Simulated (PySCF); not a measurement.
C4H3O, charge -1, singlet, at a GFN2-xTB geometry (in this run its highest filled SCF level lies above zero, so its values depend strongly on the basis, on diffuse functions most of all). Base run: PBE/6-31G** in PySCF.

PySCF was given this input:
```python
from pyscf import gto, scf, dft

mol = gto.M(
    atom='''
O     0.00331424   -0.00072523    1.15085558
C    -0.00480857    1.10916172    0.26448605
C     0.00618756   -1.05863609    0.30308132
C    -0.00715679    0.81484723   -1.06555540
C     0.00039392   -0.64547339   -0.98975849
H    -0.00807905    2.06158188    0.79005941
H     0.01244746   -2.04160206    0.76339482
H     0.00142101   -1.33357490   -1.83381975
''',
    basis='6-31g**',
    charge=-1,
    verbose=4,
)

mf = dft.RKS(mol)
mf.xc = 'pbe'
mf.kernel()
```

Variants of this job, named by their change:

| change | E (Eh) | HOMO (eV) | HOMO-LUMO gap (eV) | core-seconds (rough) | outcome |
|---|---|---|---|---|---|
| base | -229.07639 | 2.64 | 3.29 | 10 | converged |
| functional = mn15 | -229.07998 | 0.52 | 6.97 | 20 | converged |
| functional = x3lyp | -229.24665 | 1.49 | 5.30 | 10 | converged |
| functional = blyp; dispersion = d4 | -229.28373 | 2.85 | 3.29 | 10 | converged |
| functional = pw91,pw91 | -229.26701 | 2.60 | 3.29 | 10 | converged |
| functional = hse06 | -229.10772 | 1.62 | 4.81 | 30 | converged |
| functional = blyp; dispersion = d3bjm | -229.28492 | 2.85 | 3.29 | 10 | converged |
| functional = o3lyp | -229.27348 | 2.03 | 4.43 | 9 | converged |
| functional = mn12l | -229.15762 | 1.89 | 4.23 | 10 | converged |
| functional = scan | -229.25784 | 2.24 | 3.72 | 10 | converged |
| functional = b97m_v | - | - | - | - | cut at the time limit |
| functional = m06l | -229.32607 | 2.25 | 3.71 | 20 | converged |
| functional = pbe; dispersion = d3bj | -229.08206 | 2.64 | 3.29 | 10 | converged |

Total energies compare only within one method and basis.
